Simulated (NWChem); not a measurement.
## Relativistic effects in Cl$_{3}$In

```
In
Cl 1 2.3209
Cl 1 2.3209 2 120.00
Cl 1 2.3209 2 120.00 3 180.00
```
Charge 0, spin multiplicity 1.

Everything below was run with NWChem. All single points use one geometry, from PBE0/def2-SVP with def2 effective core potentials on In, a minimum by its harmonic frequencies.

Functional B3LYP, all-electron basis x2c-SVPall-2c, contracted for the X2C Hamiltonian and used here with ZORA. The ion keeps the geometry and has multiplicity 2 in the scalar run; the spin-orbit run starts from the same electron counts.

Relative cost: rough, from shared machines, SCF included, scalar ZORA = 1.

B3LYP has NWChem's definition, with VWN1-RPA local correlation. The structure started from a generated list of species. No SCF solution was tested for a lower state.

```tsv
Hamiltonian	ΔSCF ionisation energy (eV)	HOMO (eV)	LUMO (eV)	gap (eV)	relative cost
scalar ZORA	11.15	-8.90	-3.22	5.67	1
spin-orbit ZORA	11.14	-8.89	-3.22	5.67	under 3
```

From scalar ZORA to spin-orbit ZORA the ionisation energy drops by 0.01 eV.
